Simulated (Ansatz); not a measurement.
Reaction: SbH3 (SMILES [SbH3]) → SbH3+ (parent SMILES [SbH3], doublet) + e-
Each species at its own B3LYP-D3(BJ)/def2-TZVP minimum (Ansatz, a quantum-chemistry and plane-wave program).

Total energies in hartree (Ansatz). Radicals and triplets start from unrestricted determinants; spin-orbit coupling is neglected. Cores are frozen in correlated methods (noble-gas shells, and filled d and f shells in the p block). Past Kr the def2 sets carry scalar-relativistic core potentials. Spin-orbit terms, left out, reach several kcal/mol for Br and I, and more for heavier atoms. The spin of H3Sb+ (parent SMILES [SbH3], doublet) was assumed, and the state is the lowest solution found for it.

```csv
species,HF/def2-TZVPP,CCSD(T)/def2-TZVPP,HF/def2-QZVPP,CCSD(T)/def2-QZVPP,CCSDT(Q)/def2-QZVPP
1: SbH3 (SMILES [SbH3]),-240.98033,-241.15346,-240.98238,-241.16516,-241.16617
"2: SbH3+ (parent SMILES [SbH3], doublet)",-240.67796,-240.81629,-240.68000,-240.82583,-240.82667
```

Task: Work out the adiabatic ionisation energy (electronic) in eV: take Hartree-Fock from def2-QZVPP, extrapolate the CCSD(T) correlation energy as X^-3 (X = 3, 4), and add CCSDT(Q) - CCSD(T) in def2-QZVPP. 1 hartree = 27.211 eV.

Result: 
Species 1: correlation (64·(-0.18278) - 27·(-0.17313))/37 = -0.18982; step -0.00101; E1 = -240.98238 + (-0.18982) + (-0.00101) = -241.17321
Species 2: correlation (64·(-0.14583) - 27·(-0.13833))/37 = -0.15130; step -0.00084; E2 = -240.68000 + (-0.15130) + (-0.00084) = -240.83214
-1·E1 +1·E2 = 0.34107 hartree = 9.28 eV.
